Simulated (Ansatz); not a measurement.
Consider the homolysis of the Ga–Si bond: `C[SiH2][GaH][Cl]` → `[Cl][GaH]`• + `C[SiH2]`•.

Gas-phase electronic energies from Ansatz, PBE0-D4/def2-TZVP geometries. CCSD(T)/CBS adds triple-zeta CCSD(T) − MP2 to the extrapolated MP2 energy (def2 sets, frozen cores). Functionals use def2-TZVPP. Open shells (•) are unrestricted, without spin–orbit coupling. For Ga outer-core shells are correlated without core-valence functions, which leaves a few kJ/mol of doubt a bond. Scalar relativity is left out up to krypton. Each species was taken in one conformer, which may not be the lowest.

`C[SiH2][GaH][Cl]`:

Z-matrix (Å, degrees):
```
C
Si 1 1.877
H 1 1.092 2 111.0
H 1 1.092 2 110.5 3 -119.9
H 1 1.092 2 111.0 3 120.2
Ga 2 2.407 1 113.5 3 -60.1
H 2 1.490 1 110.4 3 60.5
H 2 1.490 1 110.4 3 179.2
Cl 6 2.164 2 114.3 1 179.9
H 6 1.568 2 133.2 1 -0.1
```

`[Cl][GaH]`•:

Z-matrix (Å, degrees):
```
Ga
Cl 1 2.168
H 1 1.604 2 115.5
```

`C[SiH2]`•:

Z-matrix (Å, degrees):
```
C
Si 1 1.875
H 1 1.092 2 110.8
H 1 1.094 2 110.5 3 119.9
H 1 1.092 2 110.8 3 -120.2
H 2 1.490 1 111.8 3 178.7
H 2 1.491 1 111.8 3 -58.2
```

```csv
species,PBE0 energy (Eh)
`C[SiH2][GaH][Cl]`,-2715.78291
`[Cl][GaH]`•,-2385.27313
`C[SiH2]`•,-330.40337
```

Work out ΔE.

ΔE = (-2385.27313) + (-330.40337) − (-2715.78291) = 0.10641 Eh = +2.90 eV. CCSD(T)/CBS gives +3.21 eV.

Largest T1 diagnostic among the species: 0.015.

At CCSD(T), def2-SVP lies −0.29 eV from the extrapolated value and def2-TZVPP −0.14 eV: correlation converges slowly with the basis, and small sets miss more of it in the bonded molecule than in its fragments. Leaving LDA and LC-ωPBE aside and taking each functional with its dispersion term where it has one, the values, not all of them listed here, spread over 0.35 eV, from BLYP-D4 to ωB97X-V. LDA lies +0.47 eV from PBE without D4, its usual overbinding.
